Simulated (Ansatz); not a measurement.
```yaml
atoms:
  - { symbol: Mg, position_ang: [0.0000, 0.0000, 0.0000] }
  - { symbol: O, position_ang: [0.0000, 0.0000, 4.5500] }
```

Basis set: 6-31G (spherical functions). Charge 0, multiplicity 1.

Computed with Ansatz (development build ahead of 0.2.0); each method stands on the lowest determinant of its kind that the runs found.

Problem. Give the atomization energy at this shape (free ground-state atoms in the same class of orbitals less the molecule, no zero-point energy) of singlet MgO by PBE0 (unrestricted), UHF.

Solution.

```
             method  atomization energy
PBE0 (unrestricted)     -17.68 kcal/mol
                UHF     -27.09 kcal/mol
```

Caution: another spin multiplicity may lie lower; the shape is not the minimum; the unrestricted determinant is a mixture of spin states. Caution for PBE0 (unrestricted): charge can spread falsely over distant fragments. Caution for UHF: the molecule lies well above its atoms at this level.

This basis has no polarisation functions and is too small for such energies, which can lie far from measured ones in either direction.
